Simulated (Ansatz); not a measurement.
A structure relaxed at r2SCAN-D4/def2-SVP in Ansatz, charge 0, doublet:

Cartesian coordinates in Å:
```
Cu 0.803 0.910 -0.867
Cu -1.427 0.144 0.030
Cu 0.669 -0.775 1.005
F -1.092 -0.652 1.733
F -0.160 -1.205 -0.794
F 2.160 0.104 0.170
F -0.954 1.472 -1.277
```

Problem. Give its formula and point group.

Solution. the cluster Cu₃F₄. Point group Cs (tolerance 0.1 Å).

Problem. Summarise the bond lengths by kind (pairs closer than 1.2 times the sum of covalent radii, bridged metal pairs left out).

Solution. 8 × Cu–F 1.89 to 2.03 Å.

Another isomer (doublet) lies 0.03 eV lower at PBE0-D4/def2-TZVP.
